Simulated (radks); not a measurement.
Results of a calculation; reference values are marked as such.
Task: Neutral terbium: order these configurations by energy. Level of theory: scalar-relativistic Kohn-Sham, BLYP, spin-polarised, spherical densities, finite nucleus; Fermi nuclear charge, rms radius of each element as measured or else 0.836 A^(1/3) + 0.57 fm (a radial shooting solver on a logarithmic mesh with Libxc functionals). Open shells are filled with parallel spins first. [Xe] 4f8 5d1 6s2; [Xe] 4f8 6s2 6p1; [Xe] 4f9 6s1 6p1; [Xe] 4f9 6s2.

Result: From the lowest, in eV above it: [Xe] 4f9 6s2 0.000; [Xe] 4f8 5d1 6s2 1.203; [Xe] 4f9 6s1 6p1 2.233; [Xe] 4f8 6s2 6p1 3.136.
